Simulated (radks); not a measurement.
Results of a calculation; reference values are marked as such.
The mean radii <r> (bohr) of the occupied orbitals of an atom or ion are listed with their occupations. Level of theory: Dirac Kohn-Sham, exchange-only PBE, spin-unpolarised, spherical densities, finite nucleus; Fermi nuclear charge, rms radius of each element as measured or else 0.836 A^(1/3) + 0.57 fm (a radial shooting solver on a logarithmic mesh with Libxc functionals).

| orbital | occ. | <r> |
|---|---|---|
| 1s1/2 | 2 | 0.02507 |
| 2s1/2 | 2 | 0.1070 |
| 2p1/2 | 2 | 0.08990 |
| 2p3/2 | 4 | 0.09600 |
| 3s1/2 | 2 | 0.2848 |
| 3p1/2 | 2 | 0.2746 |
| 3p3/2 | 4 | 0.2866 |
| 3d3/2 | 4 | 0.2576 |
| 3d5/2 | 6 | 0.2614 |
| 4s1/2 | 2 | 0.6527 |
| 4p1/2 | 2 | 0.6724 |
| 4p3/2 | 4 | 0.6989 |
| 4d3/2 | 4 | 0.7546 |
| 4d5/2 | 6 | 0.7637 |
| 5s1/2 | 2 | 1.446 |
| 5p1/2 | 2 | 1.560 |

Name the element and its charge. Open shells, if any, fill j = l - 1/2 first.

Answer. Z = 57, lanthanum, charge +7: La7+ in [Kr] 4d10 5s2 5p2. The 1s radius gives Z: for a bare nucleus <r> = (2 gamma + 1)/(2Z) with gamma = sqrt(1 - (Z/c)^2), 0.02473 bohr for Z = 57, and screening makes it slightly larger (0.02507 here). The occupations add up to 50, and the charge is Z minus that.
